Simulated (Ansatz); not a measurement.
Reaction (formal exchange of groups at a B–Al bond): `[CH3][Al]([CH3])[BH][SiH3]` + `[F][ZnH]` → `[F][Zn][BH][SiH3]` + `[CH3][AlH][CH3]`

Calculated with Ansatz (gas phase, PBE0-D4/def2-TZVP geometries, no zero-point term in ΔE). CBS: MP2 limit from def2 TZ/QZ plus the TZ coupled-cluster correction, frozen cores. Functionals use def2-TZVPP. For Zn outer-core shells are correlated without core-valence functions, which leaves a few kJ/mol of doubt a bond. Scalar relativity is left out up to krypton. Each species was taken in one conformer, which may not be the lowest.

Question: Is it downhill or uphill in electronic energy at CCSD(T)/CBS, and by how much? (Best estimate.)

Answer: Ansatz gave: Downhill: ΔE = -15.5 kJ/mol.

Question: What do these levels give: r2SCAN-D4, B2PLYP, HF/def2-TZVPP, SCS-MP2/def2-TZVPP, CCSD/def2-TZVPP, HF/CBS(def2)? (An estimate is asked.)

Answer: Computed: r2SCAN-D4 -13.3, B2PLYP -18.0, HF/def2-TZVPP -14.1, SCS-MP2/def2-TZVPP -16.5, CCSD/def2-TZVPP -12.1, HF/CBS(def2) -14.4 kJ/mol.

Largest T1 diagnostic among the species: 0.018.

The D4 term adds +3.8 kJ/mol with B3LYP and +2.6 kJ/mol with PBE0; it sums over pairs of atoms, weighted by their polarisabilities, and B3LYP, whose exchange is more repulsive, gets the larger term.

B3LYP here is the variant with VWN-RPA as its local correlation; programs differ in this.
